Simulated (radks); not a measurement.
The numbers below are computed, except where a source is named.
These are the eigenvalues of the occupied orbitals of an atom or ion with whole-number occupations (hartree). Level of theory: Dirac Kohn-Sham, exchange-only PBE, spin-unpolarised, spherical densities, finite nucleus; Fermi nuclear charge, rms radius of each element as measured or else 0.836 A^(1/3) + 0.57 fm (a radial shooting solver on a logarithmic mesh with Libxc functionals).

| orbital | eigenvalue |
|---|---|
| 1s1/2 | -34.96871 |
| 2s1/2 | -4.76485 |
| 2p1/2 | -3.97319 |

Which element is it, and in what charge state? The configuration may be excited. Open shells, if any, fill j = l - 1/2 first.

Answer. Z = 10, neon, charge +4: Ne4+ in [He] 2s2 2p2. The list shows which subshells hold electrons but not how many an open one holds; the 1s level, -34.969 hartree, gives Z - s = 8.4 by -(Z - s)^2/2, which with screening and relativity narrows Z to a few neighbours, and the depths of the outer levels then fix element, charge and occupations together.
